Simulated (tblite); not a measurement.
C3H10N2Si.
Geometry (GFN2-xTB, Å), atoms numbered from 1 in this order:
```
atom  x, y, z in Å
Si1   -1.998   -0.491    0.202
C2    -0.398   -0.225   -0.809
C3     0.314    1.105   -0.470
C4     1.303    0.689    0.631
N5     0.984   -0.725    0.855
N6     0.539   -1.262   -0.384
H7    -1.757   -0.253    1.620
H8    -2.983    0.484   -0.292
H9    -2.458   -1.855   -0.046
H10   -0.581   -0.322   -1.880
H11    0.845    1.504   -1.337
H12   -0.387    1.862   -0.125
H13    2.342    0.845    0.301
H14    1.150    1.232    1.565
H15    1.764   -1.263    1.219
H16    1.315   -1.315   -1.061
```

Calculated harmonic vibrations of the isolated species, GFN2-xTB (tblite), most abundant isotopes, no scaling. Against measured fundamentals such values can be off by several per cent, at times by over 20. Modes of hydrogen on silicon can be 10 to 20 % off. One conformer, not necessarily the lowest.

Harmonic wavenumbers (cm⁻¹): 54.5, 99.7, 174.2, 237.8, 354.8, 516.9, 557.6, 615.2, 682.3, 730.5, 758.0, 778.6, 787.9, 852.7, 884.2, 961.7, 994.8, 999.0, 1030.3, 1064.0, 1088.2, 1118.7, 1156.3, 1202.9, 1210.2, 1231.3, 1274.2, 1291.5, 1336.1, 1382.0, 1484.4, 1505.9, 2194.8, 2287.2, 2302.2, 2842.4, 2958.5, 2970.1, 2981.6, 3009.5, 3092.7, 3372.8.

A = 4848, B = 2244, C = 2025 MHz; mass 102.061 u (most abundant isotopes); point group C1, symmetry number 1.

Problem. What is the zero-point energy?

Solution. Half the sum of the wavenumbers: 28214 cm⁻¹ = 337.51 kJ/mol.

Problem. What is S at 200 K and 1 bar for an ideal gas of classical rigid rotors and harmonic oscillators?

Solution. Translation 158.24, rotation 108.33, vibration 45.80: S = 312.4 J/(mol K).

Problem. And Cp and H(200 K) − H(0)?

Solution. Cp = 85.29 J/(mol K), of which vibrations give 52.04 (their classical limit is 42 R = 349.2); H(200 K) − H(0) = 11.65 kJ/mol without the zero-point energy, 5.00 from vibrations.

Problem. Blend soft modes into free rotors: weight 1/[1 + (100 cm⁻¹/ν̃)⁴] for the oscillator and the rest for a rotor with moment μB/(μ + B), μ = h/(8π²ν), B = 10⁻⁴⁴ kg m². What vibrational entropy results?

Solution. 42.43 J/(mol K) in place of 45.80, which changes −T·S at 200 K by +0.67 kJ/mol.

Problem. Which modes carry the vibrational entropy at 200 K?

Solution. 54.5 cm⁻¹: 16.15; 99.7 cm⁻¹: 11.25; 174.2 cm⁻¹: 6.96; 237.8 cm⁻¹: 4.80; 354.8 cm⁻¹: 2.47; 516.9 cm⁻¹: 0.97 J/(mol K); the other 36 give 3.20 together.

Problem. How do the functions run with temperature in this model?

Solution. 
| T (K) | S (J/(mol K)) | Cp (J/(mol K)) | H − H(0) (kJ/mol) | G − H(0) (kJ/mol) | ln q(vib) |
| --- | --- | --- | --- | --- | --- |
| 50 | 228.2 | 46.3 | 1.92 | -9.49 | 0.30 |
| 100 | 264.3 | 58.6 | 4.56 | -21.86 | 1.01 |
| 298.15 | 353.1 | 122.1 | 21.78 | -83.49 | 4.02 |
| 373.15 | 383.6 | 150.9 | 32.03 | -111.12 | 5.26 |
| 500 | 433.9 | 192.9 | 53.94 | -163.00 | 7.48 |
| 750 | 523.9 | 250.4 | 109.92 | -282.99 | 12.03 |
| 1000 | 601.3 | 287.0 | 177.41 | -423.88 | 16.48 |

q(vib) and H(0) count from the zero-point level.

Problem. What must be added to the electronic energy to get the Gibbs energy at 200 K and 1 bar?

Solution. ZPE + [H(200 K) − H(0)] − T·S = 337.51 + 11.65 − 62.47 = 286.69 kJ/mol.

Hindered rotation and anharmonicity are outside this model. Other conformers, if any are populated, would add a mixing term that is left out. The structure is chiral; the term R ln 2 for an equal mix with its mirror image is left out.
